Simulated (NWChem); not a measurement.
**Plane-wave run on Se (trigonal-Se type)**

```xyz
3
Lattice="4.3662 0.0000 0.0000 -2.1831 3.7812 0.0000 0.0000 0.0000 4.9536" Properties=species:S:1:pos:R:3 pbc="T T T"
Se     0.9841     0.0000     4.1280
Se    -0.4921     0.8523     0.8256
Se     1.6910     2.9289     2.4768
```

Everything below was run with NWChem. Origin of the cell: lattice set by a structure generator, not relaxed at this level.

Norm-conserving pseudopotentials with valence charges Se 6, fixed occupations, no spin-orbit coupling, density cut at twice the wavefunction cutoff.

The filled d shells of Se are in the core.

Level: revPBE, Troullier-Martins, cutoff 20 Ha, density from a 3×3×3 mesh. Bands run along Γ–M–K–Γ–A–L–H–A with k in units of the cell's reciprocal vectors.

**Question.** Give the band energies at the labelled points, in eV from the valence-band top.

**Answer.** 
| point | k | band 6 | band 7 | band 8 | band 9 | band 10 | band 11 |
|---|---|---|---|---|---|---|---|
| Γ | 0.000 0.000 0.000 | -3.74 | -2.05 | -2.05 | -0.40 | 1.87 | 1.87 |
| M | 0.500 0.000 0.000 | -3.43 | -2.86 | -1.79 | -1.00 | 1.92 | 2.29 |
| K | 0.333 0.333 0.000 | -2.80 | -2.80 | -2.70 | -1.62 | 3.04 | 3.04 |
| A | 0.000 0.000 0.500 | -3.39 | -1.54 | -1.54 | -1.11 | 1.21 | 1.22 |
| L | 0.500 0.000 0.500 | -4.22 | -1.91 | -1.37 | 0.00 | 1.63 | 2.66 |
| H | 0.333 0.333 0.500 | -4.91 | -1.00 | -0.24 | -0.24 | 1.05 | 2.64 |
Bands up to 9 are filled.
